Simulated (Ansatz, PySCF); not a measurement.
Zr(H)3(SH) (H4SZr), SMILES [SH][ZrH3], multiplicity 1.

Geometry optimised at PBE0-D3(BJ)/def2-TZVP. The spin state was assumed, not searched. The def2 effective core potentials stand for the cores of Zr; spin–orbit coupling is left out.

Vertical ionisation energy (IE) and electron affinity (EA) in eV. Rows of orbital energies are one-electron estimates. Where ΔSCF, EOM or ADC give a negative EA the extra electron is unbound and the value depends on the basis.

```
level                                                                    IE    EA
--------------------------------------------------------------------  -----  ----
−ε(HOMO), −ε(LUMO), r2SCAN/def2-TZVPD (PySCF)                          7.25  3.20
−ε(HOMO), −ε(LUMO), PBE/def2-TZVPD (PySCF)                             6.96  3.43
ΔSCF, PBE0/def2-TZVPD (Ansatz), final states of multiplicity 2 and 2  10.13  0.75
ΔSCF, PBE/def2-TZVPD (Ansatz), final states of multiplicity 2 and 2    9.79  0.66
```

Question: What vertical singlet–triplet gap does ΔSCF give with PBE0/def2-TZVPD (Ansatz, a quantum-chemistry and plane-wave program) and with PBE/def2-TZVPD (Ansatz)? (Estimate from the structure and the level; the computed values follow.)

Answer: 3.66 and 3.41 eV (triplet above singlet where positive).
